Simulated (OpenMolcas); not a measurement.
# OpenMolcas run: W2+

Input:

```
&GATEWAY
Coord
1

W 0.0 0.0 0.0
Basis=ANO-RCC-VTZP
Group=XYZ
NoMove
AngMom=0.0 0.0 0.0
AMFI
&SEWARD
* reference wave functions (RASSCF and RASSI steps not shown): 4 electrons in 6 orbitals (5d 6s)
>>> COPY JOB001 $Project.JobIph
&CASPT2
Multistate=15 1 2 3 4 5 6 7 8 9 10 11 12 13 14 15
Frozen=15 19
IPEA=0.25
Imaginary=0.1
MaxIter=60
WThr=0.0 0.3 0.05
PrWF=0.5
NoMix
>>> COPY JOB002 $Project.JobIph
&CASPT2
Multistate=97 1 2 3 4 5 6 7 8 9 10 11 12 13 14 15 16 17 18 19 20 21 22
23 24 25 26 27 28 29 30 31 32 33 34 35 36 37 38 39 40 41 42 43 44 45 46
47 48 49 50 51 52 53 54 55 56 57 58 59 60 61 62 63 64 65 66 67 68 69 70
71 72 73 74 75 76 77 78 79 80 81 82 83 84 85 86 87 88 89 90 91 92 93 94
95 96 97
NoMult
Frozen=15 19
IPEA=0.25
Imaginary=0.1
MaxIter=60
WThr=0.0 0.3 0.05
PrWF=0.5
NoMix
>>> COPY JOB003 $Project.JobIph
&CASPT2
Multistate=84 1 2 3 4 5 6 7 8 9 10 11 12 13 14 15 16 17 18 19 20 21 22
23 24 25 26 27 28 29 30 31 32 33 34 35 36 37 38 39 40 41 42 43 44 45 46
47 48 49 50 51 52 53 54 55 56 57 58 59 60 61 62 63 64 65 66 67 68 69 70
71 72 73 74 75 76 77 78 79 80 81 82 83 84
NoMult
Frozen=15 19
IPEA=0.25
Imaginary=0.1
MaxIter=60
WThr=0.0 0.3 0.05
PrWF=0.5
NoMix
```

Launched by
```bash
OMP_NUM_THREADS=1 MOLCAS_MEM=1689 MOLCAS_PROJECT=a pymolcas a.inp > a.log  # once for each step of the input, in one work folder
```

Output, cut to the results:

```
--- CASPT2 ---
Orbital specifications:
      -----------------------

      Symmetry species                           1   2
                                                ag  au
      Frozen orbitals                           15  19
      Inactive orbitals                          0   0
      Active orbitals                            6   0
      Secondary orbitals                        30  34
      Deleted orbitals                           0   0
      Number of basis functions                 51  53
Type of calculation                        MS-CASPT2
      Fock operator                              state-specific
      IPEA shift                                 0.25
      Real shift                                 0.00
      Imaginary shift                            0.10
      The input orbitals will be transformed to quasi-canonical
Reference energy:      -16126.5871464457
      E2 (Non-variational):      -0.0325985605
      Shift correction:          -0.0000718138
      E2 (Variational):          -0.0326703742
      Total energy:          -16126.6198168199
      Residual norm:              0.0000003241
      Reference weight:           0.98825
      Contributions to the CASPT2 correlation energy
      Active & Virtual Only:         -0.0325985605
      One Inactive Excited:           0.0000000000
      Two Inactive Excited:           0.0000000000
Reference energy:      -16126.5871464457
      E2 (Non-variational):      -0.0325985642
      Shift correction:          -0.0000718140
      E2 (Variational):          -0.0326703782
      Total energy:          -16126.6198168238
      Residual norm:              0.0000003241
      Reference weight:           0.98825
      Contributions to the CASPT2 correlation energy
      Active & Virtual Only:         -0.0325985642
      One Inactive Excited:           0.0000000000
      Two Inactive Excited:           0.0000000000
::    CASPT2 Root  1     Total energy: -16126.61981682
::    CASPT2 Root  2     Total energy: -16126.61981682
::    CASPT2 Root  3     Total energy: -16126.61981682
::    CASPT2 Root  4     Total energy: -16126.61981682
::    CASPT2 Root  5     Total energy: -16126.61981672
::    CASPT2 Root  6     Total energy: -16126.56750204
::    CASPT2 Root  7     Total energy: -16126.56748851
::    CASPT2 Root  8     Total energy: -16126.56627031
::    CASPT2 Root  9     Total energy: -16126.56636273
::    CASPT2 Root 10     Total energy: -16126.56740398
::    CASPT2 Root 11     Total energy: -16126.56718437
::    CASPT2 Root 12     Total energy: -16126.56714473
::    CASPT2 Root 13     Total energy: -16126.52199927
::    CASPT2 Root 14     Total energy: -16126.52199928
::    CASPT2 Root 15     Total energy: -16126.52199927
::    MS-CASPT2 Root  1     Total energy: -16126.61981684
::    MS-CASPT2 Root  2     Total energy: -16126.61981683
::    MS-CASPT2 Root  3     Total energy: -16126.61981683
::    MS-CASPT2 Root  4     Total energy: -16126.61981682
::    MS-CASPT2 Root  5     Total energy: -16126.61981672
::    MS-CASPT2 Root  6     Total energy: -16126.56764693
::    MS-CASPT2 Root  7     Total energy: -16126.56749715
::    MS-CASPT2 Root  8     Total energy: -16126.56727922
::    MS-CASPT2 Root  9     Total energy: -16126.56722149
::    MS-CASPT2 Root 10     Total energy: -16126.56711300
::    MS-CASPT2 Root 11     Total energy: -16126.56633880
::    MS-CASPT2 Root 12     Total energy: -16126.56626445
::    MS-CASPT2 Root 13     Total energy: -16126.52199820
::    MS-CASPT2 Root 14     Total energy: -16126.52199767
::    MS-CASPT2 Root 15     Total energy: -16126.52199752
--- CASPT2 ---
Orbital specifications:
      -----------------------

      Symmetry species                           1   2
                                                ag  au
      Frozen orbitals                           15  19
      Inactive orbitals                          0   0
      Active orbitals                            6   0
      Secondary orbitals                        30  34
      Deleted orbitals                           0   0
      Number of basis functions                 51  53
Type of calculation                        SS-CASPT2
      Fock operator                              state-specific
      IPEA shift                                 0.25
      Real shift                                 0.00
      Imaginary shift                            0.10
      The input orbitals will be transformed to quasi-canonical
Reference energy:      -16126.5406354218
      E2 (Non-variational):      -0.0422336828
      Shift correction:          -0.0001658515
      E2 (Variational):          -0.0423995343
      Total energy:          -16126.5830349561
      Residual norm:              0.0000000923
      Reference weight:           0.98118
      Contributions to the CASPT2 correlation energy
      Active & Virtual Only:         -0.0422336828
      One Inactive Excited:           0.0000000000
      Two Inactive Excited:           0.0000000000
Reference energy:      -16126.5406354218
      E2 (Non-variational):      -0.0422337297
      Shift correction:          -0.0001658578
      E2 (Variational):          -0.0423995875
      Total energy:          -16126.5830350093
      Residual norm:              0.0000000923
      Reference weight:           0.98118
      Contributions to the CASPT2 correlation energy
      Active & Virtual Only:         -0.0422337297
      One Inactive Excited:           0.0000000000
      Two Inactive Excited:           0.0000000000
::    CASPT2 Root  1     Total energy: -16126.58303496
::    CASPT2 Root  2     Total energy: -16126.58303501
::    CASPT2 Root  3     Total energy: -16126.58303498
::    CASPT2 Root  4     Total energy: -16126.56939752
::    CASPT2 Root  5     Total energy: -16126.56929336
::    CASPT2 Root  6     Total energy: -16126.56933490
::    CASPT2 Root  7     Total energy: -16126.56958692
::    CASPT2 Root  8     Total energy: -16126.56929387
::    CASPT2 Root  9     Total energy: -16126.56919507
...
```

Levels above the lowest, from the spin-orbit matrix with the multistate effective Hamiltonian, averaged by term, added to it:

```
Configuration  Term  J  E (cm-1)  Measured (cm-1)      g  Term weight %        Second
          5d4    5D  0       0.0              0.0                    65         32 3P
          5d4    5D  1      2480             2256  1.500             83         16 3P
          5d4    5D  2      4920             4461  1.484             93          3 3P
          5d4    5D  3      6880             6278  1.470             92          5 3F
          5d4    5D  4      8380             7687  1.444             80         16 3F
          5d4    3P  0     10880             9904                    59         34 5D
       5d3 6s    5F  1     12700            10969  0.312             72     14 5d4 3P
          5d4    3P  1     14130            12881  1.188             66  20 5d3 6s 5F
       5d3 6s    5F  2     14230            12427  1.000             75      9 5d4 3F
          5d4    3F  2     15580                   0.803             64         18 1D
          5d4    3H  4     15700                   0.980             51         17 3G
       5d3 6s    5F  3     16730                   1.113             55     23 5d4 3G
          5d4    3F  3     16930                   1.096             38  37 5d3 6s 5F
          5d4    3P  2     18120                   1.407             73         11 3D
          5d4    3H  5     19060                   1.081             74         24 3G
       5d3 6s    5F  4     19280                   1.270             78      9 5d4 3G
          5d4    3F  4     20420                   1.130             42         29 3H
          5d4    3H  6     20780                   1.141             84         16 1I
       5d3 6s    5F  5     21580                   1.321             70     11 5d4 3G
          5d4    3G  3     22140                   0.954             43         41 3F
          5d4    3G  4     22940                   1.096             53      21 1G(1)
          5d4    1D  2     23160                   1.060             40         23 3D
          5d4    3D  3     24810                   1.240             72         10 3G
       5d3 6s    5P  2     25410                   1.397             28      23 3P(1)
```

Against the 8 measured excited levels shown (NIST levels as listed in McCann et al., Mon. Not. R. Astron. Soc. 538, 537 (2025)) the mean absolute deviation is 970 cm-1; the largest miss in energy is 5d3 6s 5F2 [75 %]: computed 14230, measured 12427 cm-1 (+14.5 %).

CASPT2 does not keep the components of a term degenerate, so their means are used; among the terms shown or strongly mixed into the levels shown the widest spread is 300 cm-1 (5d3 6s 5F). Blocks of more than 70 roots (2S+1 = 3 even, 1 even) ran without multistate coupling. Some high roots are left out of the spin-orbit mixing, which shifts the levels that they would mix with. Some levels mix across a computed gap that differs much from the measured one, so their mixing is not that of the real levels. Terms from blocks run as CI alone lack orbitals of their own. Configurations are named by rounded mean occupations; where the s occupation lies near a half they are strongly mixed, a name can repeat and a true partner stay unpaired. A single d shell beside an s shell can misplace configurations of different d count against each other. Computed and measured levels are paired by configuration, term and J; levels that our copy of the source lacks, or whose pairing is in doubt (as where it misses far off the trend of its configuration), stay unpaired and out of the deviations. Levels of configurations outside the active space are missing. The first state left out of the spin-orbit step lies near 57000 cm-1 above the lowest spin-free state of the reference (among the parities and spins computed), and the list stops at four fifths of that energy or lower. The table shows the lowest 24 of 58 levels.

The CASPT2 steps took 37 s on 1 thread of Arm Neoverse V2 (shared host); the integral step is not counted.

The term weight is that of the spin-free term in the level, not the purity of its configuration. A share in square brackets marks a mixed level and gives the weight of the term that names it. A number in round brackets counts repeated terms of one configuration in the order of the reference energies.
